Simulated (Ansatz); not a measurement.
A run for Ansatz (a quantum-chemistry and plane-wave program): R-CCSD(T)/cc-pV(D+d)Z on CH6BP (SMILES CBP), a point of a torsion scan. Files ending in .json are basis or fitting sets from the Basis Set Exchange.

Ansatz 0.2 input:
```yaml
crystal:
  periodic: [false, false, false]
  atoms:
    - {symbol: C, position_ang: [-1.10997007, 0.10488121, -0.29477430]}
    - {symbol: B, position_ang: [0.02497896, -0.22379314, 0.74029489]}
    - {symbol: P, position_ang: [1.83263374, -0.23502475, 0.25822418]}
    - {symbol: H, position_ang: [-1.94635639, -0.59030904, -0.23486057]}
    - {symbol: H, position_ang: [-1.52367179, 1.08552873, -0.05230104]}
    - {symbol: H, position_ang: [-0.77547839, 0.14630136, -1.33000885]}
    - {symbol: H, position_ang: [-0.25071471, -0.51958217, 1.84155674]}
    - {symbol: H, position_ang: [1.83565464, 0.71037316, -0.74940716]}
    - {symbol: H, position_ang: [2.34316852, 0.59048696, 1.23881930]}
basis:
  gaussian:
    orbitals: cc-pV_D+d_Z.json
magnetization: {spin_polarized: false}
correlation: {method: ccsd_t, electrons: outside_noble_gas}
scf: {lower_state_search: off}
```

Output:

```
WARN ansatz: RAYON_NUM_THREADS=1 ignored (pool sized by the plan → 1); use --threads N
Functional definition: HF
these checks for a lower state are left out or cut short: stability, starts, cluster_reference, orbital_swaps, neighbouring_geometries, increment
integrals: 0.07 GiB planned
747 factors; integrals over basis functions are off by at most 1.2e-3 eV
mean field: 0.15 GiB planned
mean field evaluation 1: about -11067.1321 eV, gradient 2.3e1 eV
mean field evaluation 2: about -11067.1350 eV, gradient 2.3e1 eV
mean field evaluation 4: about -11069.0651 eV, gradient 2.6e0 eV
mean field evaluation 8: about -11069.1026 eV, gradient 4.2e-4 eV
mean field -11069.10261141 eV, -406.7820180622 hartree, gradient 1.9e-6 eV, S^2 0.000000; 0 other end points of the search recorded, 0 dependent functions left out
7 core orbitals not correlated
reference -11069.10261141 eV, -406.7820180622 hartree; 9, 9 occupied and 65, 65 virtual orbitals, 747 factors
second order -9.65812106 eV of doubles, -0.00000000 eV of singles
coupled cluster: 0.20 GiB planned
cycle   1  -10.70221292 eV  change    -1.0e0 eV  update   7.9e-2
cycle   2  -11.06501755 eV  change   -3.6e-1 eV  update   2.5e-2
cycle   3  -11.10630555 eV  change   -4.1e-2 eV  update   1.1e-2
cycle   4  -11.10361663 eV  change    2.7e-3 eV  update   4.6e-3
cycle   5  -11.10211873 eV  change    1.5e-3 eV  update   1.9e-3
cycle   6  -11.10201407 eV  change    1.0e-4 eV  update   6.3e-4
cycle   7  -11.10206722 eV  change   -5.3e-5 eV  update   2.1e-4
cycle   8  -11.10211246 eV  change   -4.5e-5 eV  update   7.4e-5
cycle   9  -11.10210673 eV  change    5.7e-6 eV  update   2.8e-5
cycle  10  -11.10210895 eV  change   -2.2e-6 eV  update   1.0e-5
perturbative correction -0.32280881 eV, -0.0118630049 hartree
Total energy: -11080.52752917 eV, -407.2018760457 hartree
Checks for a lower state left out: stability, starts, cluster_reference, orbital_swaps, neighbouring_geometries, increment
```

The run converged.

Cost: about 5 core-seconds (a rough figure).
